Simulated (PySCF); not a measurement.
PySCF 2.14 output of an unrestricted MN15 calculation on a single atom or ion in cc-pVTZ-DK (7s6p4d2f1g, 68 functions), with scalar relativity by spin-free X2C-1e:

```
SCF conv_tol = 1e-09
number electrons alpha = 14  beta = 14
    H. S. Yu, X. He, S. L. Li, and D. G. Truhlar.,  Chem. Sci. 7, 5032-5051 (2016)
    H. S. Yu, X. He, S. L. Li, and D. G. Truhlar.,  Chem. Sci. 7, 5032-5051 (2016)
cycle= 1 E= -1796.12752551156  delta_E= -0.0542  |g|= 0.128  |ddm|= 1.19
cycle= 2 E= -1796.12380916373  delta_E= 0.00372  |g|= 0.246  |ddm|= 0.106
cycle= 3 E= -1796.12994715704  delta_E= -0.00614  |g|= 0.021  |ddm|= 0.104
cycle= 4 E= -1796.12999934287  delta_E= -5.22e-05  |g|= 0.00039  |ddm|= 0.00503
cycle= 5 E= -1796.1299993582  delta_E= -1.53e-08  |g|= 2.49e-05  |ddm|= 0.00012
cycle= 6 E= -1796.12999935827  delta_E= -6.18e-11  |g|= 6.98e-07  |ddm|= 7.11e-06
converged SCF energy = -1796.12999935827  <S^2> = 3.5527137e-15  2S+1 = 1
```

The run itself started from symmetry-adapted Hartree-Fock orbitals and held the occupation by maximum overlap, on a logarithmic radial grid, so the iterations belong to that start.

**Question.** Which element, charge and spin multiplicity is this?

**Answer.** Zn²⁺ (zinc, charge +2), multiplicity 1; the state was [Ar] 3d10, closed-shell 1S.
